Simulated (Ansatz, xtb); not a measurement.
# C5H6BNO: which of two isomers lies lower

Structure I: `NC1=C(C=O)BC=C1`, a singlet. Structure II: `NB1C=CC(C=O)=C1`, a singlet. Both are isolated molecules in the gas phase, relaxed with B3LYP-D3(BJ)/def2-SVP; each stands in its lowest conformer found.

Quicker runs give these differences E(II) − E(I): GFN2-xTB −0.150 eV; HF/STO-3G −1.419 eV (at GFN2-xTB geometries); r2SCAN-D4/def2-SVP −0.761 eV (at GFN2-xTB geometries).

Problem. Estimate E(II) − E(I) at the level CCSD(T)/def2-SVP + ΔMP2/def2-TZVPP.

Solution. Calculated at CCSD(T)/def2-SVP + ΔMP2/def2-TZVPP: E(II) − E(I) = −1.032 eV, so structure II lies lower.

The same difference at several levels:

| level | geometry | E(II) − E(I) (eV) | departure from the last row (eV) | job, with rough time for the two |
| --- | --- | --- | --- | --- |
| GFN2-xTB | GFN2-xTB | −0.150 | +0.882 | optimisation, 0.34 s |
| HF/STO-3G | GFN2-xTB | −1.419 | −0.387 | single point, 0.98 s |
| r2SCAN-D4/def2-SVP | GFN2-xTB | −0.761 | +0.271 | single point, 5.5 s |
| B3LYP-D3(BJ)/def2-SVP | B3LYP-D3(BJ)/def2-SVP | −0.797 | +0.235 | optimisation, 95 s |
| HF/def2-SVP | B3LYP-D3(BJ)/def2-SVP | −0.932 | +0.100 | part of the CCSD(T) run |
| MP2/def2-SVP | B3LYP-D3(BJ)/def2-SVP | −1.037 | −0.005 | part of the CCSD(T) run |
| CCSD(T)/def2-SVP | B3LYP-D3(BJ)/def2-SVP | −1.059 | −0.027 | single point |
| CCSD(T)/def2-SVP + ΔMP2/def2-TZVPP | B3LYP-D3(BJ)/def2-SVP | −1.032 |  | single point, 2.4 min |

As drawn, II has 1 B–N, 1 C–H in place of 1 C–N, 1 B–H.

The levels shown agree on the order. The largest departure from CCSD(T)/def2-SVP + ΔMP2/def2-TZVPP is that of GFN2-xTB, 0.882 eV. The last row adds to CCSD(T) the change of the MP2 difference between the two basis sets, here +0.027 eV.

With thermal terms from frequencies at re-optimised GFN2-xTB minima (ideal gas, soft modes damped towards free rotors, one conformer each, 298.15 K, 1 atm): the zero-point term adds +0.056 eV; ΔH is −0.966 and ΔG −1.003 eV.

The correlated steps freeze 8 core orbitals. Programs: Ansatz 0.2.0, xtb 6.7.1; the last row on 2 threads of Intel(R) Xeon(R) Processor @ 2.70GHz on a shared host.
